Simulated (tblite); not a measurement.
Compound: C7H15P.
Cartesian coordinates in Å at the GFN2-xTB level; atoms count from 1:
```xyz
23
C7H15P angstrom
C      2.723    0.583    0.338
C      1.803   -0.454   -0.292
C      0.348   -0.148    0.019
C     -0.710   -1.014   -0.695
C     -1.311   -2.130    0.143
C     -1.674    0.129   -1.057
P     -0.361    1.434   -0.737
C     -1.056    2.247    0.777
H      2.637    0.564    1.423
H      2.445    1.576   -0.013
H      3.760    0.396    0.069
H      1.949   -0.454   -1.375
H      2.055   -1.452    0.078
H      0.194   -0.155    1.103
H     -0.279   -1.443   -1.605
H     -2.079   -2.658   -0.419
H     -1.762   -1.729    1.049
H     -0.542   -2.846    0.430
H     -2.065    0.097   -2.073
H     -2.510    0.209   -0.361
H     -1.482    1.520    1.465
H     -0.260    2.800    1.275
H     -1.826    2.954    0.471
```

Computed values, GFN2-xTB/tblite, gas phase, harmonic and unscaled. Against measured fundamentals such values can be off by several per cent, at times by over 20. One conformer, not necessarily the lowest.

Harmonic wavenumbers (cm⁻¹): 40.8, 82.0, 133.0, 158.6, 183.5, 200.4, 247.5, 262.9, 285.9, 328.6, 403.9, 455.0, 504.1, 683.7, 716.3, 746.7, 788.8, 835.3, 868.5, 871.7, 905.5, 943.3, 982.4, 991.7, 1044.7, 1066.6, 1103.6, 1124.0, 1137.2, 1152.4, 1181.3, 1195.4, 1236.0, 1265.4, 1292.4, 1312.6, 1327.0, 1347.5, 1410.0, 1410.4, 1440.3, 1450.1, 1455.6, 1488.6, 1498.3, 1500.3, 1501.2, 1502.4, 2914.1, 2941.0, 2946.5, 2970.1, 2972.7, 2990.7, 2993.1, 3005.4, 3009.7, 3010.5, 3020.3, 3022.2, 3027.6, 3028.8, 3035.8.

A = 1787, B = 1552, C = 1002 MHz; mass 130.091 u (most abundant isotopes); point group C1, symmetry number 1.

**Question.** Zero-point energy?

**Answer.** Half the sum of the wavenumbers: 44476 cm⁻¹ = 532.05 kJ/mol.

**Question.** Give the ideal-gas entropy at 200 K and 1 bar in the rigid-rotor, harmonic-oscillator model (classical rotation).

**Answer.** Translation 161.27, rotation 116.93, vibration 82.07: S = 360.3 J/(mol K).

**Question.** And Cp and H(200 K) − H(0)?

**Answer.** Cp = 124.38 J/(mol K), of which vibrations give 91.12 (their classical limit is 63 R = 523.8); H(200 K) − H(0) = 15.80 kJ/mol without the zero-point energy, 9.15 from vibrations.

**Question.** Which modes carry the vibrational entropy at 200 K?

**Answer.** 40.8 cm⁻¹: 18.54; 82.0 cm⁻¹: 12.82; 133.0 cm⁻¹: 8.99; 158.6 cm⁻¹: 7.65; 183.5 cm⁻¹: 6.58; 200.4 cm⁻¹: 5.96 J/(mol K); the other 57 give 21.52 together.

**Question.** Blend soft modes into free rotors: weight 1/[1 + (100 cm⁻¹/ν̃)⁴] for the oscillator and the rest for a rotor with moment μB/(μ + B), μ = h/(8π²ν), B = 10⁻⁴⁴ kg m². What vibrational entropy results?

**Answer.** 76.96 J/(mol K) in place of 82.07, which changes −T·S at 200 K by +1.02 kJ/mol.

**Question.** How do the functions run with temperature in this model?

**Answer.** 
| T (K) | S (J/(mol K)) | Cp (J/(mol K)) | H − H(0) (kJ/mol) | G − H(0) (kJ/mol) | ln q(vib) |
| --- | --- | --- | --- | --- | --- |
| 100 | 290.2 | 81.4 | 5.45 | -23.57 | 1.66 |
| 300 | 419.2 | 170.8 | 30.50 | -95.27 | 7.11 |
| 500 | 529.0 | 263.8 | 74.28 | -190.23 | 12.63 |
| 800 | 675.6 | 359.4 | 168.95 | -371.52 | 20.85 |
| 1000 | 760.6 | 402.1 | 245.32 | -515.29 | 26.08 |

q(vib) and H(0) count from the zero-point level.

Hindered rotation and anharmonicity are outside this model. Other conformers, if any are populated, would add a mixing term that is left out. The structure is chiral; the term R ln 2 for an equal mix with its mirror image is left out.
